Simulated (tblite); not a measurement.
Species: C₄H₆ClF₃Si.
Numbering: `[CH2:1]=[C:2]([SiH2:3][CH2:4][Cl:5])[C:6]([F:7])([F:8])[F:9]` (hydrogens: H10, H11 on C1; H12, H13 on Si3; H14, H15 on C4)

Computed with GFN2-xTB (tblite), gas phase: L-BFGS steps from a force-field or distance-geometry start until the largest atomic force falls under 0.01 eV/Å.

Step 141: E = -872.7655 eV
```
atom  x, y, z in Å  |  force x, y, z in eV/Å
C1     -1.1445   -1.2391    0.4112    0.005   0.050   0.000
C2     -0.7876   -0.0287    0.0045   -0.024  -0.011   0.019
Si3     0.9454    0.7122   -0.1585    0.024  -0.002  -0.071
C4      2.2336   -0.6626    0.1316    0.002  -0.050  -0.012
Cl5     2.0943   -1.2591    1.8060   -0.017  -0.014   0.065
C6     -1.8295    0.9502   -0.4300   -0.049  -0.035   0.009
F7     -3.0807    0.6394   -0.0672   -0.023  -0.022   0.012
F8     -1.5967    2.1864    0.0515    0.027  -0.013  -0.004
F9     -1.8527    1.0805   -1.7726    0.022   0.016  -0.003
H10    -0.4078   -1.9634    0.7149   -0.017   0.042  -0.005
H11    -2.1791   -1.5450    0.4735    0.039   0.005  -0.017
H12     1.1156    1.1877   -1.5368   -0.012   0.020   0.039
H13     1.1209    1.7587    0.8464   -0.012  -0.007  -0.002
H14     3.2449   -0.2853    0.0252    0.045   0.024  -0.024
H15     2.1195   -1.5239   -0.5216   -0.010  -0.003  -0.006
```

Step 142: E = -872.7663 eV
```
atom  x, y, z in Å  |  force x, y, z in eV/Å
C1     -1.1449   -1.2364    0.4158    0.016   0.047  -0.002
C2     -0.7891   -0.0254    0.0100   -0.008  -0.034   0.007
Si3     0.9456    0.7122   -0.1529    0.027   0.010  -0.061
C4      2.2346   -0.6652    0.1273    0.001  -0.008   0.006
Cl5     2.1023   -1.2566    1.8052   -0.010  -0.015   0.035
C6     -1.8304    0.9492   -0.4335   -0.041  -0.039   0.009
F7     -3.0832    0.6381   -0.0749   -0.009  -0.016   0.001
F8     -1.6007    2.1873    0.0433    0.021   0.005   0.005
F9     -1.8455    1.0737   -1.7768    0.007   0.013  -0.004
H10    -0.4084   -1.9581    0.7248   -0.004   0.035  -0.003
H11    -2.1778   -1.5472    0.4711    0.013   0.009  -0.010
H12     1.1126    1.1999   -1.5272   -0.012   0.013   0.036
H13     1.1227    1.7524    0.8581   -0.010  -0.002   0.003
H14     3.2473   -0.2914    0.0129    0.013   0.013  -0.017
H15     2.1108   -1.5246   -0.5252   -0.004  -0.031  -0.004
```

Step 143: E = -872.7669 eV
```
atom  x, y, z in Å  |  force x, y, z in eV/Å
C1     -1.1416   -1.2336    0.4184    0.022   0.046  -0.007
C2     -0.7899   -0.0217    0.0126    0.023  -0.055   0.002
Si3     0.9466    0.7135   -0.1519    0.013   0.005  -0.025
C4      2.2324   -0.6692    0.1252    0.000   0.030   0.010
Cl5     2.1016   -1.2559    1.8057   -0.006  -0.016   0.016
C6     -1.8324    0.9484   -0.4350   -0.019  -0.017   0.005
F7     -3.0853    0.6351   -0.0800   -0.004  -0.006   0.001
F8     -1.6041    2.1880    0.0398    0.000   0.002   0.008
F9     -1.8421    1.0708   -1.7785   -0.006   0.013  -0.014
H10    -0.4020   -1.9503    0.7294    0.007   0.016   0.003
H11    -2.1719   -1.5509    0.4705   -0.012   0.011  -0.003
H12     1.1117    1.2103   -1.5216   -0.007   0.011   0.012
H13     1.1244    1.7499    0.8627   -0.005  -0.001   0.007
H14     3.2467   -0.2987    0.0075   -0.009   0.001  -0.015
H15     2.1016   -1.5277   -0.5268    0.003  -0.041   0.001
```

Task: Estimate the geometry and energy of step 144. (The exact step hangs on the optimiser's Hessian estimate; all steps are aligned on step 143, rigid shifts and turns removed.)

Result: E = -872.7671 eV, largest force 0.039 eV/Å
```
atom  x, y, z in Å  |  force x, y, z in eV/Å
C1     -1.1389   -1.2302    0.4273    0.004   0.034  -0.008
C2     -0.7904   -0.0195    0.0166    0.018  -0.022  -0.024
Si3     0.9465    0.7170   -0.1455    0.013   0.007  -0.009
C4      2.2291   -0.6726    0.1198   -0.002   0.038   0.009
Cl5     2.1069   -1.2654    1.8002   -0.003  -0.007  -0.011
C6     -1.8335    0.9462   -0.4415    0.014  -0.010  -0.007
F7     -3.0877    0.6340   -0.0907    0.010  -0.003  -0.003
F8     -1.6069    2.1892    0.0269   -0.014  -0.017   0.000
F9     -1.8358    1.0608   -1.7869   -0.013   0.009   0.022
H10    -0.3963   -1.9413    0.7441    0.001   0.008   0.007
H11    -2.1683   -1.5515    0.4766   -0.004   0.010   0.001
H12     1.1109    1.2298   -1.5097   -0.006   0.000   0.021
H13     1.1240    1.7449    0.8792   -0.003  -0.014  -0.005
H14     3.2439   -0.3046   -0.0029   -0.015  -0.004  -0.009
H15     2.0923   -1.5286   -0.5353    0.000  -0.029   0.015
```

The energy changes by -0.0002 eV. The first-order estimate −F·Δx gives -0.0005 eV and the mean of the old and new forces, exact on a quadratic surface, -0.0002 eV. The step makes an angle of 85° with the force vector and moves no atom by more than 0.023 Å.

What follows is the cost of the whole relaxation. On one thread of an Arm Neoverse N1, shared host with 64 logical CPUs at a one-minute load of 61, this took 2.3 s of wall time.
